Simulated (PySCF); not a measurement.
**Calculated NMR parameters of CO[C@@H](C(=O)O)[Si@H](N)O[SiH3]**

```yaml
Formula: C3H11NO4Si2
SMILES: CO[C@@H](C(=O)O)[Si@H](N)O[SiH3]
Point_group_of_the_computed_structure: C1
Degrees_of_unsaturation: 1
Carbon_signals: 3
Proton_signals: 6
```

Molfile (atoms numbered from 1):
```
C3H11NO4Si2
     RDKit          3D

 21 20  0  0  0  0  0  0  0  0999 V2000
   -2.8714   -0.9199   -1.1375 C   0  0  0  0  0  0  0  0  0  0  0  0
   -1.4748   -1.0851   -1.0544 O   0  0  0  0  0  0  0  0  0  0  0  0
   -0.8098   -0.0485   -0.3702 C   0  0  1  0  0  0  0  0  0  0  0  0
   -1.1226    0.0193    1.0786 C   0  0  0  0  0  0  0  0  0  0  0  0
   -1.5715   -0.8695    1.7587 O   0  0  0  0  0  0  0  0  0  0  0  0
   -0.7753    1.2102    1.6065 O   0  0  0  0  0  0  0  0  0  0  0  0
    1.0497   -0.5054   -0.5551 Si  0  0  2  0  0  4  0  0  0  0  0  0
    1.3400   -1.6375    0.6986 N   0  0  0  0  0  0  0  0  0  0  0  0
    1.9843    0.7919   -0.3410 O   0  0  0  0  0  0  0  0  0  0  0  0
    2.7800    1.9835    0.4256 Si  0  0  0  0  0  4  0  0  0  0  0  0
   -3.1247    0.0400   -1.6055 H   0  0  0  0  0  0  0  0  0  0  0  0
   -3.2391   -1.7359   -1.7570 H   0  0  0  0  0  0  0  0  0  0  0  0
   -3.3412   -0.9710   -0.1505 H   0  0  0  0  0  0  0  0  0  0  0  0
   -1.0126    0.9279   -0.8269 H   0  0  0  0  0  0  0  0  0  0  0  0
   -0.9015    1.1858    2.5682 H   0  0  0  0  0  0  0  0  0  0  0  0
    1.2633   -0.8848   -1.9468 H   0  0  0  0  0  0  0  0  0  0  0  0
    0.5898   -2.2574    0.9629 H   0  0  0  0  0  0  0  0  0  0  0  0
    2.2302   -2.1028    0.7706 H   0  0  0  0  0  0  0  0  0  0  0  0
    1.9474    2.5199    1.4985 H   0  0  0  0  0  0  0  0  0  0  0  0
    4.0140    1.3925    0.9450 H   0  0  0  0  0  0  0  0  0  0  0  0
    3.0369    2.9637   -0.6277 H   0  0  0  0  0  0  0  0  0  0  0  0
  1  2  1  0
  2  3  1  0
  3  4  1  0
  4  5  2  0
  4  6  1  0
  3  7  1  0
  7  8  1  0
  7  9  1  0
  9 10  1  0
  1 11  1  0
  1 12  1  0
  1 13  1  0
  3 14  1  6
  6 15  1  0
  7 16  1  6
  8 17  1  0
  8 18  1  0
 10 19  1  0
 10 20  1  0
 10 21  1  0
M  END
```

No relativistic terms, a single conformation, isolated molecule, one averaged value for each set of equivalent atoms. Geometry: GFN2-xTB; GIAO PBE0/pcSseg-1 shieldings; PySCF.

Scale: $^{1}$H (31.72 ppm) and $^{13}$C (186.93 ppm) and $^{29}$Si (349.16 ppm) against TMS; NH3 for $^{15}$N (267.73 ppm); $^{17}$O (336.08 ppm) against H2O (reference shieldings calculated alike).

| carbon | δC, type | δH (multiplicity) | HMBC from (2–3 bonds) | span of the C tensor (ppm) |
| --- | --- | --- | --- | --- |
| C1 | 61.1, CH3 | 3.56 (s) | H14 | 95 |
| C3 | 76.2, CH | 3.77 (d) | H16, H11/H12/H13 | 62 |
| C4 | 179.1, C | – | H16, H14 | 176 |

Other nuclei:
| atoms | nucleus | environment | δ (ppm) | σ (ppm) |
| --- | --- | --- | --- | --- |
| H15 | $^{1}$H | hydrogen on an acid hydroxyl oxygen | 6.14 | 25.58 |
| H19/H20/H21 | $^{1}$H | hydrogen on a silicon bonded to O | 5.22 | 26.50 |
| H16 | $^{1}$H | hydrogen on a silicon bonded to C, N, O | 5.05 | 26.67 |
| H17/H18 | $^{1}$H | hydrogen on a nitrogen bonded to Si | 1.07 | 30.65 |
| Si7 | $^{29}$Si | silicon bonded to C, N, O, H | -36.3 | 385.4 |
| Si10 | $^{29}$Si | silicon bonded to O, 3 H | -43.2 | 392.4 |
| N8 | $^{15}$N | nitrogen bonded to Si, 2 H | 26.6 | 241.2 |
| O5 | $^{17}$O | carbonyl oxygen | 429.9 | -93.8 |
| O6 | $^{17}$O | acid hydroxyl oxygen | 210.9 | 125.2 |
| O9 | $^{17}$O | oxygen bonded to 2 Si | 39.9 | 296.1 |
| O2 | $^{17}$O | ether oxygen | 12.0 | 324.1 |

1. Carbon types of the structure: 1 × C, 1 × CH, 1 × CH3, leaving 7 H on heteroatoms.
2. δC 179.1: carboxylic acid carbon; lone-pair donation from the attached heteroatom keeps it upfield of a ketone carbonyl.
3. δC 76.2: sp3 CH bonded to O and Si, α to a carbonyl; pulled downfield by the heteroatom.
4. δC 61.1: methyl carbon bonded to O; pulled downfield by the heteroatom.
5. δH 3.77: hydrogen on an sp3 CH bonded to O and Si, α to a carbonyl; its carbon carries O, which withdraws density.
6. δH 3.56: hydrogen on a methyl carbon bonded to O; its carbon carries O, an electronegative neighbour.

OH and NH positions are those of a molecule without intermolecular hydrogen bonds; in solution they move with solvent, concentration and temperature, and exchange usually removes their couplings. Shifts are as computed. Against solution values, carbons near 30 ppm lie about +3 ppm off and those near 130 ppm about +5 ppm. Of 1309 compounds with measured shifts, 239 miss one by over three times the rms of a fit or turn the order of signals round; such compounds aren't used in these exercises. In solution the two oxygens of a carboxylic acid exchange roles by proton transfer and give one 17O line. Hydrogen bonding in solution shields acid and N–H amide carbonyl oxygens by tens of ppm. The C=O carbon of an acid or of an amide with N–H lies up to 10 ppm further downfield in solution, through hydrogen bonding that the calculation lacks. Unscaled 17O shifts of doubly bonded oxygen tend to come out too high, by tens of ppm or more. Experimental scales use liquid or dissolved standards, which lie at an offset from isolated NH3 (liquid NH3: subtract about 20 ppm) and H2O (liquid H2O: subtract about 36 ppm). Multiplicities follow the n + 1 count of equivalent neighbours, as no J values were calculated; m marks all less simple cases, F and P coupling included.
